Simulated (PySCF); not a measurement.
Simulated C 1s region for `CC(C)[SiH]1CC=CC1`, binding energy against the vacuum level.

Every computed line was given a Gaussian of 0.7 eV full width at half maximum and an area set by the number of equivalent atoms; the highest printed point is 100. Method: delta-SCF UKS SCAN, pcX-2 on the ionised atom, pcseg-1 elsewhere, spin-free X2C (PySCF 2.14.0).

binding energy (eV), intensity and a bar:
```
    288.9          0 
    289.0          1 
    289.1          2 #
    289.2          6 ##
    289.3         12 ###
    289.4         22 ######
    289.5         36 ###########
    289.6         54 ################
    289.7         73 ######################
    289.8         89 ###########################
    289.9         98 ##############################
    290.0        100 ##############################
    290.1         95 ############################
    290.2         85 #########################
    290.3         73 ######################
    290.4         62 ##################
    290.5         50 ###############
    290.6         39 ############
    290.7         29 #########
    290.8         19 ######
    290.9         12 ###
    291.0          7 ##
    291.1          3 #
    291.2          1 
    291.3          1 
    291.4          0
```

Task: How many maxima does the curve show, and how many computed lines lie under it?

Result: The curve has 1 maximum (at 290.0 eV). Under it lie 4 lines from 4 inequivalent carbon sites. At this width some lines have no maximum of their own.

Task: Decompose the envelope and assign each component. Numbering: `[CH3:1][CH:2]([CH3:3])[SiH:4]1[CH2:5][CH:6]=[CH:7][CH2:8]1`.

Result: 
| position (eV) | relative area | line | atoms | environment |
| --- | --- | --- | --- | --- |
| 289.85 | 2 | C 1s | C5/C8 | sp3 carbon bound to silicon |
| 289.93 | 1 | C 1s | C2 | sp3 carbon bound to silicon |
| 289.97 | 2 | C 1s | C6/C7 | alkene CH carbon |
| 290.44 | 2 | C 1s | C1/C3 | methyl carbon |

Lowest listed C 1s: C5/C8, bonded to C, 2 H and Si. Highest, 0.59 eV above it: C1/C3, bonded to C and 3 H. The widest gap between neighbouring values is 0.47 eV, between 289.97 and 290.44 eV. The values 289.93 and 289.97 eV lie too close for their order to be trusted.

No satellites, vibrations or lifetime broadening are included. The first atom of each set that the bonding makes equivalent was ionised and stands for the set. The structure is a single PBE0-D3(BJ)/def2-SVP conformer in the gas phase; no vibrational or solvent corrections.

Hardware: one thread of an Arm Neoverse N1, no GPU (shared host). Cost: 3.6 min of wall time, 0.70 GiB resident at most.
